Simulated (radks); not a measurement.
Spherical jellium clusters: N electrons in a uniform positive sphere of charge N and radius rs N^(1/3), rs = 3.83 bohr. Level of theory: non-relativistic Kohn-Sham, LDA (Slater exchange, Perdew-Wang correlation), spin-polarised, spherical densities (a radial shooting solver with Libxc functionals). Levels are named by radial order and angular momentum (1s, 1p, 1d, 2s, ...), and open shells are averaged over m. Each electron was tried in the lowest free levels, single moves between levels near the top were tried too, and the lowest total energy was kept; such a search can miss a lower state. Energies include the self-energy of the background; IP and EA are vertical (highest electron removed, lowest free level filled), at fixed background; spill-out counts the electrons outside the background radius R, and alpha is the static dipole polarisability from linear response (closed shells only). A dash means not computed or, for alpha, an open shell; in EA it means that no bound solution was reached, which is typical of self-interaction and does not show that the anion is unstable. Real open-shell clusters deform, which this model forbids.

N	open shells	2S	E/N (eV)	E(N+1) + E(N-1) - 2E(N) (eV)	EA (eV)	-e(HOMO) (eV)	spill-out (e)	alpha/R^3
1	1s(up 1, down 0)	1	-1.192	-	-	3.090	0.40	-
2	none	0	-1.668	1.179	-	3.305	0.57	1.671
3	1p(up 1, down 0)	1	-1.434	-0.671	-	2.166	0.88	-
4	1p(up 2, down 0)	2	-1.484	-0.482	-	2.715	1.06	-
5	1p(up 3, down 0)	3	-1.611	0.305	-	3.071	1.19	-
6	1p(up 3, down 1)	2	-1.644	-0.390	-	2.796	1.33	-
7	1p(up 3, down 2)	1	-1.724	-0.284	1.657	3.108	1.45	-
8	none	0	-1.819	1.292	-	3.333	1.55	1.458
9	1d(up 1, down 0)	1	-1.750	-0.281	-	2.120	1.73	-
10	1d(up 2, down 0)	2	-1.723	-0.241	-	2.394	1.88	-
11	1d(up 3, down 0)	3	-1.722	-0.208	1.338	2.616	2.00	-
12	1d(up 4, down 0)	4	-1.739	-0.179	1.531	2.799	2.10	-
13	1d(up 5, down 0)	5	-1.767	0.349	1.217	2.953	2.20	-
14	1d(up 5, down 1)	4	-1.766	-0.190	1.430	2.628	2.31	-
15	1d(up 5, down 2)	3	-1.778	-0.163	1.610	2.801	2.41	-
16	1d(up 5, down 3)	2	-1.799	-0.142	1.765	2.948	2.50	-
17	1d(up 5, down 4)	1	-1.825	-0.124	1.901	3.073	2.58	-
18	none	0	-1.856	0.224	1.726	3.182	2.66	1.349
19	2s(up 1, down 0)	1	-1.871	0.205	1.591	2.959	2.83	-
20	none	0	-1.875	0.479	1.129	2.798	3.03	1.384
21	1f(up 1, down 0)	1	-1.855	-0.133	1.274	2.354	3.13	-
22	1f(up 2, down 0)	2	-1.844	-	1.404	2.478	3.22	-

All shells are closed at N = 2, 8, 18, 20 (there: 1s2 1p6 1d10 2s2); the second difference of the energy has clear peaks (12 % above both neighbours; the first and last values, which can be the largest, are not judged, and half-filled shells can peak too) at N = 5, 8, 13, 20.
